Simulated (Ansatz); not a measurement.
The lowest singlet and triplet of O3 (SMILES O=[O+][O-]); geometries from B3LYP-D3(BJ)/def2-TZVP, each state relaxed from the structure named, with no frequency check.
Singlet (charge 0, multiplicity 1):
| atom | x (Å) | y (Å) | z (Å) |
|---|---|---|---|
| O | -1.0705 | -0.2409 | 0.0000 |
| O | -0.0106 | 0.4284 | 0.0000 |
| O | 1.0811 | -0.1875 | 0.0000 |

A positive gap puts the triplet lower; no zero-point energy. R- takes a restricted singlet. The triplet is unrestricted in single-reference levels. Active spaces average the two states.

Correlated levels freeze the cores.

Programs: Ansatz (a quantum-chemistry and plane-wave program) with Gaussian orbitals. Each number belongs to the level named beside it.

R-PBE/def2-TZVPP gives -33.51 kcal/mol for the gap E(singlet) − E(triplet), vertical, at the singlet's geometry.

How do the other levels lie against it? Give each less PBE: R-r2SCAN/def2-TZVPP, R-B3LYP/def2-TZVPP, R-wB97M-V/def2-TZVPP, R-B2PLYP/def2-TZVPP, SC-NEVPT2 on SA-CASSCF(12,9)/cc-pVQZ, FIC-MRCISD+Q on SA-CASSCF(12,9)/cc-pVQZ.

R-r2SCAN/def2-TZVPP 5.15; R-B3LYP/def2-TZVPP 4.54; R-wB97M-V/def2-TZVPP 4.37; R-B2PLYP/def2-TZVPP -9.03; SC-NEVPT2 on SA-CASSCF(12,9)/cc-pVQZ -10.67; FIC-MRCISD+Q on SA-CASSCF(12,9)/cc-pVQZ -10.73 kcal/mol. 3 of 6 lie above PBE; the widest gap is to FIC-MRCISD+Q on SA-CASSCF(12,9)/cc-pVQZ.

Doubts at one or more of the structures used: a restricted determinant that unrestricted orbitals would lower (R-r2SCAN/def2-TZVPP, R-B3LYP/def2-TZVPP, R-wB97M-V/def2-TZVPP, R-B2PLYP/def2-TZVPP).
